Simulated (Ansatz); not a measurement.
Mean bond length (Å) of eight silicon and germanium compounds: PBE-D3(BJ) beside PBE0-D3(BJ), computed with Ansatz (a program for electronic structure) for isolated molecules in the bases named; differences from unrounded values. The eight are the first of their class met in an unordered collection, after screening for sound electronic states; none was chosen by its value. Each level has its own optimised geometry.

| molecule | basis | PBE0-D3(BJ) |
|---|---|---|
| C4H5ClSi, SMILES C#C[SiH2]C(=C)Cl | def2-SVP | 1.425 |
| CH5FN2Si2, SMILES F[Si@@H]1C=N[SiH2]N1 | def2-SVP | 1.513 |
| C2H4O3Si, SMILES [Si](C#C)(O)(O)O | def2-SVP | 1.327 |
| C₂H₈N₂OSi, SMILES C/C=N\[Si@@H](O)N | def2-SVP | 1.291 |
| C2H9NSi3, SMILES [SiH3]C#C[SiH2]N[SiH3] | def2-SVP | 1.524 |
| CH₉NSi₂, SMILES C[Si@@H](N)[SiH3] | def2-SVP | 1.443 |
| C₃H₆OSi, SMILES C1[C@H](OC=1)[SiH3] | def2-SVP | 1.395 |
| C2H9FSi2, SMILES C[C@H]([SiH3])[SiH2]F | def2-SVP | 1.447 |

Q: Estimate the PBE-D3(BJ) values and say how PBE-D3(BJ) differs from PBE0-D3(BJ) over the set. (An estimate is asked for; the answer gives what the named calculation found.)

A: 
```
molecule                                 PBE-D3(BJ)  difference
---------------------------------------  ----------  ----------
C4H5ClSi, SMILES C#C[SiH2]C(=C)Cl             1.435       0.010
CH5FN2Si2, SMILES F[Si@@H]1C=N[SiH2]N1        1.526       0.013
C2H4O3Si, SMILES [Si](C#C)(O)(O)O             1.339       0.012
C₂H₈N₂OSi, SMILES C/C=N\[Si@@H](O)N           1.301       0.011
C2H9NSi3, SMILES [SiH3]C#C[SiH2]N[SiH3]       1.535       0.010
CH₉NSi₂, SMILES C[Si@@H](N)[SiH3]             1.453       0.010
C₃H₆OSi, SMILES C1[C@H](OC=1)[SiH3]           1.406       0.011
C2H9FSi2, SMILES C[C@H]([SiH3])[SiH2]F        1.457       0.010
```
PBE-D3(BJ) lies below PBE0-D3(BJ) in 0 and above it in 8 of the eight; the mean signed difference is 0.011 and the largest 0.013 Å.
